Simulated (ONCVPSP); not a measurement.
**Cu, ONCV: configuration errors across variants**

copper, optimised norm-conserving Vanderbilt (ONCV), made with ONCVPSP 4.0.1 (LDA (Perdew-Wang 92), scalar-relativistic). Core [Ne], reference 3s2 3p6 3d10 4s1. Waves: 3s+4s: rc 1.25 bohr, ncon 5, nbas 8, qcut 9.8 1/bohr, 2 projectors; 3p: rc 0.65 bohr, ncon 4, nbas 7, qcut 11.1 1/bohr, 2 projectors, debl 0.8 Ha; 3d: rc 1.25 bohr, ncon 4, nbas 9, qcut 11.9 1/bohr, 2 projectors, debl 1.5 Ha. Local part: polynomial inside 0.55 bohr (lpopt 5, dvloc0 3 Ha). Core correction: Teter function, fcfact 2, rcfact 1.45.

In the p channel the program set the typed energies aside and used -2.647, 0.250 Ha.

All-electron excitation energies from the reference (eV): (1) 3s2 3p6 3d10 4s0 8.429; (2) 3s2 3p6 3d9 4s0 30.118; (3) 3s1 3p6 3d10 4s1 121.731.

Errors AE − PS in meV (a dash: test not solved or not reliable):

```csv
change,(1),(2),(3),bound ghosts,GHOST(+) flags above zero
base,+3.5,+0.3,-230,none,s
"core correction Teter function, fcfact 2, rcfact 0.96",+3.6,+0.3,-222,none,s
"core correction Teter function, fcfact 2, rcfact 1.1",+3.6,+0.3,-225,none,s
"core correction Teter function, fcfact 2, rcfact 1.24",+3.6,+0.3,-228,none,s
"core correction Teter function, fcfact 2, rcfact 1.5",+3.5,+0.3,-231,none,s
"core correction Teter function, fcfact 2, rcfact 1.64",+3.5,+0.3,-232,none,s
"core correction Teter function, fcfact 2, rcfact 1.76",+3.5,+0.3,-233,none,s
"core correction Teter function, fcfact 2, rcfact 1.94",+3.5,+0.2,-234,none,s
"core correction Teter function, fcfact 2, rcfact 2.06",+3.4,+0.2,-235,none,s
```

Problem. Give the same row for: core correction Teter function, fcfact 2, rcfact 1.34.

Solution. +3.6, +0.3, -229; bound ghosts: none; GHOST(+) flags above zero: s.
